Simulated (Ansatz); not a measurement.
Zn₄H₁₄Se₄⁻. Charge -1, multiplicity 2. Geometry r2SCAN-D4/def2-SVP, that of the neutral singlet; atoms count from 1.

```xyz
22

Zn   -1.057    1.490    2.405
Se    0.336    2.356   -0.532
Zn    2.887    0.189    0.905
Se    0.590   -0.471    1.936
Se    1.249   -1.282   -1.674
Zn   -0.608    0.471   -2.014
Zn   -0.464   -2.740    1.213
Se   -2.368   -0.473   -0.386
H    -0.941    1.956    3.878
H    -1.750    1.677    0.984
H     1.224    2.887   -1.594
H    -0.740    3.305   -0.911
H     2.449    0.788   -0.504
H     4.040   -0.152    1.882
H     1.002   -0.795    3.306
H     2.111   -0.689   -2.726
H     0.662   -2.237   -2.647
H    -1.048    0.819   -3.464
H    -0.627   -3.674    2.439
H    -0.655   -2.525   -0.352
H    -3.398    0.530   -0.755
H    -2.895   -1.431   -1.389
```

Single mean-field runs in def2-TZVP are fitted with def2-universal-jkfit. The highest occupied level of the charge -1 doublet lies above zero (up to 1.12 eV). Energy differences put its binding near zero (0.04 eV; vertical, against the charge 0 singlet, at PBE0-D4/def2-TZVP), which leaves it undecided. In the doublet geometry the species has come apart into loosely held pieces.

Problem. Estimate the Mulliken populations from the PBE0/def2-TZVP orbitals of Ansatz.

Solution. 
```json
{"atom": "Zn1", "charge (e)": "-0.09", "spin (α − β)": "0.28", "d electrons": "10.02"}
{"atom": "Se2", "charge (e)": "-0.10", "spin (α − β)": "-0.01", "d electrons": "–"}
{"atom": "Zn3", "charge (e)": "-0.09", "spin (α − β)": "0.27", "d electrons": "10.02"}
{"atom": "Se4", "charge (e)": "-0.24", "spin (α − β)": "0.00", "d electrons": "–"}
{"atom": "Se5", "charge (e)": "-0.15", "spin (α − β)": "0.04", "d electrons": "–"}
{"atom": "Zn6", "charge (e)": "0.08", "spin (α − β)": "0.14", "d electrons": "10.04"}
{"atom": "Zn7", "charge (e)": "0.06", "spin (α − β)": "0.03", "d electrons": "10.02"}
{"atom": "Se8", "charge (e)": "-0.15", "spin (α − β)": "0.03", "d electrons": "–"}
{"atom": "H9", "charge (e)": "-0.13", "spin (α − β)": "-0.01", "d electrons": "–"}
{"atom": "H10", "charge (e)": "-0.20", "spin (α − β)": "-0.02", "d electrons": "–"}
{"atom": "H11", "charge (e)": "0.08", "spin (α − β)": "0.08", "d electrons": "–"}
{"atom": "H12", "charge (e)": "0.12", "spin (α − β)": "0.02", "d electrons": "–"}
{"atom": "H13", "charge (e)": "-0.19", "spin (α − β)": "-0.02", "d electrons": "–"}
{"atom": "H14", "charge (e)": "-0.13", "spin (α − β)": "-0.01", "d electrons": "–"}
{"atom": "H15", "charge (e)": "0.13", "spin (α − β)": "0.00", "d electrons": "–"}
{"atom": "H16", "charge (e)": "0.14", "spin (α − β)": "-0.01", "d electrons": "–"}
{"atom": "H17", "charge (e)": "0.05", "spin (α − β)": "0.12", "d electrons": "–"}
{"atom": "H18", "charge (e)": "-0.11", "spin (α − β)": "-0.01", "d electrons": "–"}
{"atom": "H19", "charge (e)": "-0.13", "spin (α − β)": "0.00", "d electrons": "–"}
{"atom": "H20", "charge (e)": "-0.18", "spin (α − β)": "0.01", "d electrons": "–"}
{"atom": "H21", "charge (e)": "0.13", "spin (α − β)": "0.00", "d electrons": "–"}
{"atom": "H22", "charge (e)": "0.09", "spin (α − β)": "0.07", "d electrons": "–"}
```
Mulliken values depend strongly on the basis.

Problem. Where does the spin sit?

Solution. Summed by element: Zn 0.72, Se 0.06, H 0.22, of 1 unpaired in all. Largest on single atoms: Zn1 0.28, Zn3 0.27, Zn6 0.14.

Problem. And the Mayer bond orders between heavy atoms (over 0.3)?

Solution. Zn1–Se4 0.50 (2.60 Å); Se2–Zn6 0.52 (2.58 Å); Zn3–Se4 0.49 (2.60 Å); Se4–Zn7 0.53 (2.60 Å); Se5–Zn6 0.51 (2.58 Å); Zn6–Se8 0.50 (2.58 Å).
